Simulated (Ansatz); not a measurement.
Basis sets compared for Ge22H28, a nanocrystal cut from cubic germanium. Total charge 0; singlet. Geometry r2SCAN-D4/def2-SVP. Ansatz on 11 threads of AMD EPYC 7R13 on a shared host and a whole NVIDIA H100 80GB HBM3; times are rough, and most runs start from earlier orbitals.

```xyz
50

Ge    3.041    3.020   -0.115
Ge    4.072   -0.613    1.196
Ge    0.853    3.397   -3.404
Ge   -0.717    4.224    0.148
Ge    0.291    0.599    1.435
Ge   -3.486    1.809    1.720
Ge   -1.896    0.978   -1.834
Ge   -2.467   -1.788    3.017
Ge    1.865   -0.227   -2.094
Ge    2.906   -3.845   -0.791
Ge   -0.877   -2.620   -0.538
Ge    1.331   -3.004    2.754
Ge   -4.666   -1.419   -0.266
Ge    1.301    4.321   -1.202
Ge    2.337    0.702    0.110
Ge    3.355   -2.924    1.413
Ge    0.128    1.088   -3.182
Ge   -1.464    1.919    0.372
Ge   -0.434   -1.717    1.683
Ge   -4.220   -0.496    1.938
Ge   -2.642   -1.329   -1.608
Ge    1.159   -2.546   -1.871
H     4.343    3.080   -0.941
H     3.336    3.599    1.284
H     4.361   -0.018    2.590
H     5.369   -0.534    0.364
H     2.129    3.458   -4.269
H    -0.247    4.220   -4.106
H    -0.441    4.805    1.550
H    -1.836    5.063   -0.505
H     0.575    1.186    2.840
H    -3.200    2.405    3.114
H    -4.591    2.658    1.055
H    -3.010    1.813   -2.512
H    -2.174   -1.212    4.418
H    -2.917   -3.254    3.188
H     3.160   -0.164   -2.938
H     4.187   -3.803   -1.649
H     2.456   -5.315   -0.665
H    -1.337   -4.090   -0.386
H     1.604   -2.419    4.155
H     0.866   -4.465    2.928
H    -5.782   -0.610   -0.958
H    -5.137   -2.882   -0.137
H     1.762    5.791   -1.334
H     4.466   -3.746    2.107
H    -0.161    0.484   -4.576
H    -5.504   -0.550    2.798
H    -2.910   -1.912   -3.015
H     0.862   -3.119   -3.277
```

Single mean-field runs in def2-SVP, def2-TZVP are fitted with def2-universal-jkfit.

Binding counts from free atoms (Ge triplet, H doublet) in the same basis, without a counterpoise term.

| level | functions | energy (Eh) | HOMO (eV) | LUMO (eV) | binding per atom (eV) | wall time |
| --- | --- | --- | --- | --- | --- | --- |
| PBE-D4/def2-SVP | 844 | -45698.8905 | -5.87 | -1.79 | 2.95 | 14 s |
| PBE0-D4/def2-SVP | 844 | -45700.1348 | -6.79 | -1.11 | 2.96 | 19 s |

(1) Estimate the rows for PBE-D4/def2-TZVP, PBE0-D4/def2-TZVP (with forces).

## Answers

(1) 
```json
{"level": "PBE-D4/def2-TZVP", "functions": "1224", "energy (Eh)": "-45704.6542", "HOMO (eV)": "-5.91", "LUMO (eV)": "-1.90", "binding per atom (eV)": "2.95", "wall time": "16 s"}
{"level": "PBE0-D4/def2-TZVP (with forces)", "functions": "1224", "energy (Eh)": "-45705.8769", "HOMO (eV)": "-6.79", "LUMO (eV)": "-1.19", "binding per atom (eV)": "2.96", "wall time": "32 s"}
```
